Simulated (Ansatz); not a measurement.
Isomers of C4H10S, B3LYP-D3(BJ)/def2-TZVP minima from an xTB search, which can miss the lowest.
Isomer 1, SMILES CC(C)(C)S (charge 0, multiplicity 1):
```xyz
15

C      0.895    -0.270    -1.099
C      0.040    -0.135     0.161
C     -0.169     1.335     0.518
C     -1.307    -0.835    -0.031
S      0.852    -1.022     1.575
H      0.396     0.218    -1.941
H      1.869     0.204    -0.966
H      1.057    -1.317    -1.352
H     -0.684     1.848    -0.300
H     -0.768     1.438     1.422
H      0.784     1.840     0.682
H     -1.923    -0.760     0.866
H     -1.848    -0.364    -0.855
H     -1.174    -1.890    -0.272
H      1.979    -0.291     1.592
```
Isomer 2, SMILES CCSCC (charge 0, multiplicity 1):
```csv
atom,x (Å),y (Å),z (Å)
C,-1.9816,-0.1431,0.2973
C,-1.0793,1.0295,-0.0591
S,0.1016,0.7041,-1.4082
C,1.1392,-0.6144,-0.6972
C,1.9308,-0.2089,0.5377
H,-2.7038,0.1515,1.0630
H,-1.4091,-0.9829,0.6936
H,-2.5291,-0.4921,-0.5788
H,-1.6695,1.8687,-0.4310
H,-0.5370,1.3888,0.8167
H,0.5221,-1.4918,-0.4982
H,1.8121,-0.8805,-1.5141
H,1.2727,0.0377,1.3721
H,2.5537,0.6620,0.3311
H,2.5772,-1.0287,0.8614
```

Correlated levels freeze the cores. MP2 and its Hartree–Fock in cc-pV(Q+d)Z are density fitted.

Programs: Ansatz (Gaussian basis) for Hartree–Fock, density functionals and correlated methods. Each number belongs to the level named beside it.

The energy of isomer 2 above isomer 1 is E(isomer 2) − E(isomer 1). Total energies (hartree):

| level | isomer 2 | isomer 1 |
|---|---|---|
| HF/cc-pV(T+d)Z | -554.8988070 | -554.9028295 |
| MP2/cc-pV(T+d)Z | -555.7894660 | -555.7984388 |
| HF/cc-pV(Q+d)Z | -554.9123766 | -554.9163605 |
| MP2/cc-pV(Q+d)Z | -555.8618098 | -555.8704497 |
| CCSD(T)/cc-pV(T+d)Z | -555.8905947 | -555.8987063 |

Task: Work out the energy of isomer 2 above isomer 1 at the basis-set limit: extrapolate the MP2 correlation part as X⁻³, take Hartree–Fock from the larger set, and add the CCSD(T) − MP2 difference of cc-pV(T+d)Z.

Result: 
1. Differences (1 hartree = 627.509 kcal/mol): HF/cc-pV(T+d)Z 2.524; MP2/cc-pV(T+d)Z 5.631; HF/cc-pV(Q+d)Z 2.500; MP2/cc-pV(Q+d)Z 5.422; CCSD(T)/cc-pV(T+d)Z 5.090.
2. Correlation parts, MP2 less HF: 3.106 in cc-pV(T+d)Z (X = 3), 2.922 in cc-pV(Q+d)Z (X = 4).
3. Limit (4³·(2.922) − 3³·(3.106))/(4³ − 3³) = 2.787; with HF/cc-pV(Q+d)Z it gives 5.287.
4. CCSD(T) less MP2 in cc-pV(T+d)Z: -0.540.
Result: 4.75 kcal/mol, against 5.63 at MP2/cc-pV(T+d)Z. It is an estimate of this method's limit, not of the exact value.

Ansatz is a program for electronic structure.
